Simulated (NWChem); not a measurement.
Program: NWChem. System: CH7BO, charge 1, spin multiplicity 2, at the geometry of a parent with another charge or spin, in a state set for the comparison that need not be this species' ground state. Its SCF solution wasn't tested for a lower state.

Job file:

```
start mol
memory heap 200 mb stack 900 mb global 1100 mb
charge 1
geometry units angstroms nocenter noautoz noautosym
  B     -1.282449    -0.291029    -0.610096
  H     -1.731704    -0.749967     0.430853
  H     -1.585275     0.866468    -0.829838
  H     -1.347787    -1.038617    -1.568943
  C      0.799201     0.513223     0.810331
  O      0.360404    -0.213781    -0.346900
  H      0.365874     0.084677     1.727303
  H      0.437184     1.540347     0.683752
  H      1.898073     0.504717     0.850889
  H      0.697443    -1.121573    -0.330315
end
basis spherical
  * library 6-31g*
end
dft
  xc xpbe96 cpbe96
  odft
  mult 2
  semidirect memsize 60000000 filesize 0
  iterations 100
end
task dft energy
```

The output up to the point where the run's verdict is printed (cleaned and shortened):

```
             Northwest Computational Chemistry Package (NWChem) 7.3.0
             --------------------------------------------------------

                                NWChem Input Module
                                -------------------

 Scaling coordinates for geometry "geometry" by  1.889725989
 (inverse scale =  0.529177249)

                             Geometry "geometry" -> ""
                             -------------------------

 Output coordinates in angstroms (scale by  1.889725989 to convert to a.u.)

  No.       Tag          Charge          X              Y              Z
 ---- ---------------- ---------- -------------- -------------- --------------
    1 B                    5.0000    -1.28244900    -0.29102900    -0.61009600
    2 H                    1.0000    -1.73170400    -0.74996700     0.43085300
    3 H                    1.0000    -1.58527500     0.86646800    -0.82983800
    4 H                    1.0000    -1.34778700    -1.03861700    -1.56894300
    5 C                    6.0000     0.79920100     0.51322300     0.81033100
    6 O                    8.0000     0.36040400    -0.21378100    -0.34690000
    7 H                    1.0000     0.36587400     0.08467700     1.72730300
    8 H                    1.0000     0.43718400     1.54034700     0.68375200
    9 H                    1.0000     1.89807300     0.50471700     0.85088900
   10 H                    1.0000     0.69744300    -1.12157300    -0.33031500

 Effective nuclear repulsion energy (a.u.)      80.4535880427

            Nuclear Dipole moment (a.u.)
            ----------------------------
        X                 Y               Z
 ---------------- ---------------- ----------------
     0.0000018897    -0.0000056692     0.0000132281


 Summary of "ao basis" -> "" (spherical)
 ------------------------------------------------------------------------------
       Tag                 Description            Shells   Functions and Types
 ---------------- ------------------------------  ------  ---------------------
 *                           6-31g*                   on all atoms
[...]
 d= 0,ls=0.5,diis    75   -141.7785993495 -1.01D-05  3.00D-05  6.01D-05    19.7
                                                     7.07D-05  4.94D-05
 d= 0,ls=0.5,diis    76   -141.7786328249 -3.35D-05  1.80D-05  5.83D-05    20.0
                                                     7.09D-05  4.86D-05
 d= 0,ls=0.5,diis    77   -141.7786815173 -4.87D-05  6.90D-05  3.11D-05    20.2
                                                     7.19D-05  3.65D-05
 d= 0,ls=0.5,diis    78   -141.7786819949 -4.78D-07  8.20D-05  8.42D-05    20.5
                                                     6.96D-05  5.95D-05
 d= 0,ls=0.5,diis    79   -141.7786611659  2.08D-05  4.09D-05  1.68D-04    20.7
                                                     6.08D-05  9.45D-05
 d= 0,ls=0.5,diis    80   -141.7786773008 -1.61D-05  1.64D-05  1.81D-04    21.0
                                                     5.99D-05  1.00D-04
 d= 0,ls=0.5,diis    81   -141.7787271754 -4.99D-05  7.31D-05  1.36D-04    21.2
                                                     7.38D-05  8.11D-05
 d= 0,ls=0.5,diis    82   -141.7788118225 -8.46D-05  2.73D-05  3.87D-05    21.4
                                                     6.41D-05  3.82D-05
 d= 0,ls=0.5,diis    83   -141.7788492388 -3.74D-05  9.89D-05  2.33D-05    21.7
                                                     7.04D-05  2.99D-05
 d= 0,ls=0.5,diis    84   -141.7788192101  3.00D-05  2.20D-05  1.18D-04    21.9
                                                     5.49D-05  7.33D-05
 d= 0,ls=0.5,diis    85   -141.7788630190 -4.38D-05  1.86D-05  7.65D-05    22.2
                                                     5.18D-05  5.44D-05
 d= 0,ls=0.5,diis    86   -141.7788807867 -1.78D-05  2.52D-05  8.25D-05    22.4
                                                     4.97D-05  5.64D-05
 d= 0,ls=0.5,diis    87   -141.7788924126 -1.16D-05  3.12D-05  9.59D-05    22.7
                                                     4.69D-05  6.14D-05
 d= 0,ls=0.5,diis    88   -141.7788979034 -5.49D-06  1.09D-05  1.16D-04    22.9
                                                     4.57D-05  7.01D-05
 d= 0,ls=0.5,diis    89   -141.7789226092 -2.47D-05  5.80D-05  1.02D-04    23.2
                                                     4.73D-05  6.29D-05
 d= 0,ls=0.5,diis    90   -141.7788964214  2.62D-05  1.63D-05  1.74D-04    23.4
                                                     4.08D-05  9.47D-05
 d= 0,ls=0.5,diis    91   -141.7789218272 -2.54D-05  5.01D-05  1.53D-04    23.7
                                                     5.35D-05  8.58D-05
 d= 0,ls=0.5,diis    92   -141.7789853997 -6.36D-05  7.19D-05  6.98D-05    23.9
                                                     6.56D-05  4.75D-05
 d= 0,ls=0.5,diis    93   -141.7790385946 -5.32D-05  5.90D-05  1.34D-05    24.1
                                                     4.95D-05  1.97D-05
 d= 0,ls=0.5,diis    94   -141.7790308401  7.75D-06  1.12D-04  5.44D-05    24.4
                                                     6.01D-05  3.87D-05
 d= 0,ls=0.5,diis    95   -141.7789644359  6.64D-05  4.82D-05  1.91D-04    24.6
                                                     4.63D-05  9.90D-05
 d= 0,ls=0.5,diis    96   -141.7790287792 -6.43D-05  4.12D-05  9.12D-05    24.9
                                                     3.66D-05  5.43D-05
 d= 0,ls=0.5,diis    97   -141.7790116852  1.71D-05  4.66D-05  1.40D-04    25.1
                                                     3.42D-05  7.58D-05
 d= 0,ls=0.5,diis    98   -141.7789874697  2.42D-05  4.50D-05  1.97D-04    25.4
                                                     4.09D-05  1.01D-04
 d= 0,ls=0.5,diis    99   -141.7790479453 -6.05D-05  1.25D-05  1.04D-04    25.6
                                                     3.07D-05  5.99D-05
 d= 0,ls=0.5,diis   100   -141.7790528650 -4.92D-06  1.51D-05  1.13D-04    25.9
                                                     3.33D-05  6.32D-05
```

Convergence was not reached. The next line reads: Calculation failed to converge. NWChem stopped with the message: dft energy failed.
